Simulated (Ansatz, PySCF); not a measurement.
HO4S, SMILES O=S(=O)([O-])O, charge -1.

The structure is a stationary point at B3LYP-D3(BJ)/def2-SVPD. Other conformers were not sampled.

Estimates of the vertical detachment energy (IE) of the anion in eV. Rows of orbital energies are one-electron estimates, which approximate functionals can put far too low.

```json
[
 {"level": "−ε(HOMO), −ε(LUMO), HF/def2-SVPD (PySCF)", "IE": "7.07"},
 {"level": "−ε(HOMO), −ε(LUMO), PBE/def2-SVPD (PySCF)", "IE": "1.09"},
 {"level": "ΔSCF, CAM-B3LYP/def2-SVPD (Ansatz), final states of multiplicity 2", "IE": "5.34"},
 {"level": "ΔSCF, PBE/def2-SVPD (Ansatz), final states of multiplicity 2", "IE": "4.60"}
]
```

Q: What vertical singlet–triplet gap does ΔSCF give with CAM-B3LYP/def2-SVPD (Ansatz, a quantum-chemistry and plane-wave program) and with PBE/def2-SVPD (Ansatz)? (Estimate from the structure and the level; the computed values follow.)

A: 6.09 and 5.15 eV (triplet above singlet where positive).
